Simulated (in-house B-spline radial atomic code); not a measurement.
# HSE06 excitations of Ar⁸⁺

Method: HSE06. Computed with an all-electron radial atomic-structure program (B-spline basis): linear response of the closed shell [He] 2s2 2p6 with the functional's adiabatic kernel; non-relativistic, point nucleus, no spin-orbit coupling, no double excitations, S, P, D and F terms only. Only terms of natural parity with L up to 3 were computed.

Command:
```bash
python run_td.py task.json out
```
Settings (radii: box in bohr, nucleus in fm):
```
Z                        18
electrons                10
configuration            [He] 2s2 2p6
hamiltonian              nr
method                   hse06
box_radius               11.59
intervals                50
```

Cost of the run: 0.3 s on 1 thread of Intel(R) Xeon(R) Platinum 8559C (Emerald Rapids) (shared host).

The lowest states, in the order of their Tamm-Dancoff energies; the method's threshold (minus the highest occupied level) is 402.21 eV. Labels give the largest channel, * marks a mixed state, and oscillator strengths are full-response dipole values. Semilocal kernels can invert the small singlet-triplet splittings of Rydberg terms. Energies in eV:

| state | full response | Tamm-Dancoff | oscillator strength |
| --- | --- | --- | --- |
| 2p → 3s 3P | ? | ? | - |
| 2p → 3s 1P | 247.28 | 247.31 | 0.205 |
| 2p → 3p 3S | 260.65 | 260.70 | - |
| 2p → 3p 3D | 262.41 | 262.44 | - |
| 2p → 3p 1D | 263.81 | 263.82 | - |
| 2p → 3p 1S | 273.54 | 274.19 | - |
| 2p → 3d 3P | 285.22 | 285.23 | - |
| 2p → 3d 3F | 285.75 | 285.77 | - |
| 2p → 3d 1F | 286.95 | 286.95 | - |
| 2p → 3d 1P | 291.66 | 291.86 | 1.86 |
| 2s → 3s 3S | 312.00 | 312.01 | - |
| 2s → 3s 1S | 315.46 | 315.62 | - |
| 2p → 4s 3P | 325.23 | 325.24 | - |
| 2p → 4s 1P | ? | ? | ? |
| 2s → 3p 3P | 329.33 | 329.34 | - |
| 2s → 3p 1P | 330.57 | 330.59 | 0.34 |
| 2p → 4p 3S | 331.16 | 331.18 | - |
| 2p → 4p 3D | 331.63 | 331.63 | - |
| 2p → 4p 1D | 332.07 | 332.07 | - |
| 2p → 4p 1S | 335.67 | 335.96 | - |
| 2p → 4d 3P | 339.84 | 339.85 | - |
| 2p → 4d 3F | 340.00 | 340.01 | - |

Task: Where does 2p → 4s 1P lie?

Result: At 325.83 eV in full response, 325.84 eV in Tamm-Dancoff, oscillator strength 0.0294.

Task: Where does 2p → 3s 3P lie?

Result: At 245.55 eV in full response, 245.56 eV in Tamm-Dancoff.

Task: How large is the singlet-triplet splitting of 2p → 3s (P terms) in Tamm-Dancoff?

Result: 1.75 eV, from the unrounded values.

Task: What polarisabilities and dispersion coefficient does the method give?

Result: Dipole 0.03811 bohr³, quadrupole 0.01138 bohr⁵, C6 0.01415 hartree·bohr⁶ for two such species.
